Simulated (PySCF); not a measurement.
**Energy of Rb⁺ (rubidium, charge +1) between two integer charges**

The 4p beta orbital of [Kr] is emptied in steps (occupation f), with all orbitals relaxed, ending at [Ar] 3d10 4s2 4p5. Calculation: PySCF 2.14, in x2c-TZVPall (8s6p6d1f, 63 functions); the spin-free X2C one-electron Hamiltonian (Gaussian nucleus). The exact energy is a straight line in f; departures are measured from the line between the end points of the same method.

| f | UHF (eV) | LDA (eV) | PBE (eV) | PBE0 (eV) | r2SCAN (eV) | LC-wPBE (eV) | BHandHLYP (eV) | wB97X (eV) | B3LYP (eV) | HSE06 (eV) |
| --- | --- | --- | --- | --- | --- | --- | --- | --- | --- | --- |
| 1 | 0.000 | 0.000 | 0.000 | 0.000 | 0.000 | 0.000 | 0.000 | 0.000 | 0.000 | 0.000 |
| 0.75 | 0.187 | -1.115 | -1.077 | -0.765 | -1.005 | -0.213 | -0.469 | -0.285 | -0.845 | -0.845 |
| 0.5 | 0.244 | -1.489 | -1.434 | -1.016 | -1.321 | -0.281 | -0.628 | -0.386 | -1.128 | -1.126 |
| 0.25 | 0.179 | -1.118 | -1.073 | -0.759 | -0.975 | -0.207 | -0.473 | -0.297 | -0.846 | -0.844 |
| 0 | 0.000 | 0.000 | 0.000 | 0.000 | 0.000 | 0.000 | 0.000 | 0.000 | 0.000 | 0.000 |

**Question.** For PBE0, how does the orbital energy at f = 1 compare with the removal energy?

**Answer.** −ε = 23.383 eV against a total-energy difference of 27.468 eV. By Janak's theorem ε = ∂E/∂f, so the gap between them reflects the curvature. Along the path −ε is 25.436 (f = 0.75), 27.484 (f = 0.5), 29.508 (f = 0.25) eV.

```
   method  E(f=0) − E(f=1) (eV)  −ε at f=1 (eV)  −ε at f=0.5 (eV)
      UHF                26.453          27.473            26.432
      LDA                27.678          21.750            27.670
      PBE                27.367          21.623            27.378
     PBE0                27.468          23.383            27.484
   r2SCAN                27.583          22.171            27.668
  LC-wPBE                27.488          26.340            27.503
BHandHLYP                27.405          24.914            27.393
    wB97X                27.396          25.890            27.365
    B3LYP                27.495          22.995            27.492
    HSE06                27.453          22.944            27.456
```

Reference removal energy between the ground levels: 27.290 eV (measured; NIST Atomic Spectra Database, ionization energies). The calculation has no spin-orbit coupling. UHF lacks correlation.
